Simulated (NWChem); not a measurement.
System: C2H4ClIn; SMILES C=[CH][InH][Cl]

The following NWChem deck was run.

```
start job
memory heap 200 mb stack 900 mb global 1100 mb
geometry units angstroms noautoz
  In    -0.692914    -0.084659    -0.000022
  H     -2.262934     0.601604     0.002083
  Cl     1.044328     1.539045    -0.007829
  C      0.198528    -2.017760     0.002246
  C      1.532024    -2.130911    -0.000705
  H     -0.418730    -2.924133     0.005721
  H      2.030817    -3.108893     0.000250
  H      2.186441    -1.251025    -0.004210
end
basis spherical
  * library def2-svpd
end
ecp
  In library def2-ecp
end
dft
  xc xpbe96 cpbe96
  iterations 150
end
tddft
  cis
  nroots 6
  notriplet
end
task tddft energy
```

Excerpt of the output:

```
             Northwest Computational Chemistry Package (NWChem) 7.3.0
             --------------------------------------------------------

 CS  symmetry detected

                             Geometry "geometry" -> ""
                             -------------------------

 Output coordinates in angstroms (scale by  1.889725989 to convert to a.u.)

  No.       Tag          Charge          X              Y              Z
 ---- ---------------- ---------- -------------- -------------- --------------
    1 In                  49.0000    -0.64027791    -0.03975877     0.00000000
    2 H                    1.0000    -2.27705402     0.46708252     0.00000000
    3 Cl                  17.0000     0.90500534     1.76761089     0.00000000
    4 C                    6.0000     0.46123583    -1.86135722     0.00000000
    5 C                    6.0000     1.79903438    -1.82504652     0.00000000
    6 H                    1.0000    -0.05106726    -2.83093294     0.00000000
    7 H                    1.0000     2.40380748    -2.74128538     0.00000000
    8 H                    1.0000     2.35121923    -0.87764736     0.00000000

 Effective nuclear repulsion energy (a.u.)     417.5922357439

      Symmetry information
      --------------------

 Group name             Cs
 Group number              2
 Group order               2
 No. of unique centers     8

 Summary of "ao basis" -> "ao basis" (spherical)
 ------------------------------------------------------------------------------
       Tag                 Description            Shells   Functions and Types
 ---------------- ------------------------------  ------  ---------------------
 In                        def2-svpd                12       32   5s4p3d
 H                         def2-svpd                 4        8   2s2p
 Cl                        def2-svpd                11       27   5s4p2d
 C                         def2-svpd                 8       20   4s2p2d

      Symmetry analysis of basis
      --------------------------

        a'         93
        a"         38

[...]

                                NWChem TDDFT Module
                                -------------------

            General Information
            -------------------
           No. of orbitals :     262
            Alpha orbitals :     131
             Beta orbitals :     131
        Alpha frozen cores :       0
         Beta frozen cores :       0
     Alpha frozen virtuals :       0
      Beta frozen virtuals :       0
         Spin multiplicity :       1
    Number of AO functions :     131
        Use of symmetry is : off
      Symmetry adaption is : on
         Schwarz screening :  0.10D-07

              XC Information
              --------------
   PerdewBurkeErnzerhof Exchange Functional   1.00
     Perdew 1991 LDA Correlation Functional   1.00 local
    PerdewBurkeErnz. Correlation Functional   1.00 non-local

             TDDFT Information
             -----------------
          Calculation type : Tamm-Dancoff TDDFT
         Wavefunction type : Restricted singlets
          No. of electrons :      54
           Alpha electrons :      27
            Beta electrons :      27
              No. of roots :       6
          Max subspacesize :    5200
            Max iterations :     100
               Target root :       1
           Target symmetry : none
      Symmetry restriction : off
                 Algorithm : Optimal
        Davidson threshold :  0.10D-03

    6 smallest eigenvalue differences (eV)
--------------------------------------------------------
  No. Spin  Occ  Vir  Irrep   E(Occ)    E(Vir)   E(Diff)
--------------------------------------------------------
    1    1   27   28 a"       -0.251    -0.101     4.076
    2    1   26   28 a'       -0.261    -0.101     4.367
    3    1   25   28 a"       -0.271    -0.101     4.642
    4    1   24   28 a'       -0.274    -0.101     4.719
    5    1   23   28 a"       -0.291    -0.101     5.177
    6    1   27   29 a'       -0.251    -0.057     5.259
--------------------------------------------------------

  Entering Davidson iterations
  Restricted singlet excited states

  Iter   NTrls   NConv    DeltaV     DeltaE      Time
  ----  ------  ------  ---------  ---------  ---------
    1      6       0     0.17E+00   0.10+100       10.0
    2     12       0     0.72E-01   0.28E-01       10.2
    3     18       0     0.64E-01   0.79E-02        8.5
    4     24       3     0.41E-01   0.10E-01        8.7
    5     27       3     0.72E-02   0.24E-02        7.1
    6     30       5     0.85E-03   0.70E-04        6.7
    7     31       6     0.68E-04   0.78E-06        5.5
  ----  ------  ------  ---------  ---------  ---------
  Convergence criterion met

  Ground state a'       -728.465150248877 a.u.

  ----------------------------------------------------------------------------
  Root   1 singlet a"             0.152151030 a.u.                4.1402 eV
  ----------------------------------------------------------------------------
     Transition Moments    X -0.00000   Y -0.00000   Z -0.01685
     Dipole Oscillator Strength                    0.0000287825
     Electric Quadrupole                           0.0000000074
     Magnetic Dipole                               0.0000001980
     Total Oscillator Strength                     0.0000289879

[...]
```

Level: PBE/def2-SVPD with def2 effective core potentials on In, TDA. All runs use the structure optimised with PBE0/def2-SVP. No frequency run checked for a minimum. def2 effective core potentials on In; no spin-orbit coupling.
